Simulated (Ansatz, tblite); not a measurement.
Removing and adding an electron: the cluster MgI₂. Charge 0, multiplicity 1. Geometry: r2SCAN-D4/def2-TZVP. Ansatz, gas phase; energy differences of separate SCF runs; the oxidised species was run as a doublet alone; the reduced species was run as a doublet alone.

```xyz
3

Mg   -0.0017   -0.0010    0.0029
I     1.7776    1.0572    1.4564
I    -1.7759   -1.0561   -1.4592
```

In the def2 sets I takes a core potential; there is no spin–orbit coupling. The xTB rows come from tblite. Correlated methods freeze 9 core orbitals; core or outer-core shells of Mg, I are correlated, in sets that lack core-valence functions. HOMO above LUMO, or a gap near zero within one spin, warns that the state may not be the lowest or that an electron is smeared out. The structure comes from a short search, and lower isomers may exist.

```json
{"level": "GFN1-xTB", "−HOMO (eV)": "10.69", "vertical IE (eV)": "14.38", "−LUMO (eV)": "6.63", "vertical EA (eV)": "3.08", "HOMO–LUMO gap (eV)": "4.06", "IE − EA (eV)": "11.30", "remarks": "–"}
{"level": "GFN2-xTB", "−HOMO (eV)": "11.43", "vertical IE (eV)": "14.39", "−LUMO (eV)": "7.66", "vertical EA (eV)": "4.73", "HOMO–LUMO gap (eV)": "3.76", "IE − EA (eV)": "9.66", "remarks": "–"}
{"level": "HF/def2-TZVPP", "−HOMO (eV)": "–", "vertical IE (eV)": "9.13", "−LUMO (eV)": "–", "vertical EA (eV)": "–", "HOMO–LUMO gap (eV)": "–", "IE − EA (eV)": "–", "remarks": "–"}
{"level": "PBE-D4/def2-TZVPD", "−HOMO (eV)": "6.66", "vertical IE (eV)": "–", "−LUMO (eV)": "2.62", "vertical EA (eV)": "0.69", "HOMO–LUMO gap (eV)": "4.04", "IE − EA (eV)": "–", "remarks": "HOMO above zero (-1 doublet)"}
{"level": "r2SCAN-D4/def2-TZVP", "−HOMO (eV)": "6.95", "vertical IE (eV)": "9.37", "−LUMO (eV)": "2.20", "vertical EA (eV)": "–", "HOMO–LUMO gap (eV)": "4.75", "IE − EA (eV)": "–", "remarks": "gap within one spin near zero (+1 doublet)"}
{"level": "r2SCAN-D4/def2-TZVPD", "−HOMO (eV)": "6.95", "vertical IE (eV)": "–", "−LUMO (eV)": "2.20", "vertical EA (eV)": "0.59", "HOMO–LUMO gap (eV)": "4.75", "IE − EA (eV)": "–", "remarks": "HOMO above zero (-1 doublet)"}
{"level": "PBE0-D4/def2-TZVP", "−HOMO (eV)": "7.76", "vertical IE (eV)": "9.55", "−LUMO (eV)": "1.92", "vertical EA (eV)": "–", "HOMO–LUMO gap (eV)": "5.84", "IE − EA (eV)": "–", "remarks": "–"}
{"level": "PBE0-D4/def2-TZVPD", "−HOMO (eV)": "7.77", "vertical IE (eV)": "–", "−LUMO (eV)": "1.93", "vertical EA (eV)": "0.63", "HOMO–LUMO gap (eV)": "5.84", "IE − EA (eV)": "–", "remarks": "HOMO above zero (-1 doublet)"}
{"level": "MP2/def2-TZVPP", "−HOMO (eV)": "–", "vertical IE (eV)": "10.08", "−LUMO (eV)": "–", "vertical EA (eV)": "–", "HOMO–LUMO gap (eV)": "–", "IE − EA (eV)": "–", "remarks": "–"}
{"level": "CCSD/def2-TZVPP", "−HOMO (eV)": "–", "vertical IE (eV)": "9.90", "−LUMO (eV)": "–", "vertical EA (eV)": "–", "HOMO–LUMO gap (eV)": "–", "IE − EA (eV)": "–", "remarks": "–"}
{"level": "CCSD(T)/def2-TZVPP", "−HOMO (eV)": "–", "vertical IE (eV)": "9.94", "−LUMO (eV)": "–", "vertical EA (eV)": "–", "HOMO–LUMO gap (eV)": "–", "IE − EA (eV)": "–", "remarks": "–"}
```

Run but left out: PBE-D4/def2-TZVP (charge +1 doublet: an occupied level 0.00 eV above an empty one).   A HOMO above zero means that the electron is unbound at that level or that self-interaction error raises the level; the energy of removing that electron tells which. Raw xTB energy differences between charge states are shifted by several eV; the methods need an empirical correction for them.
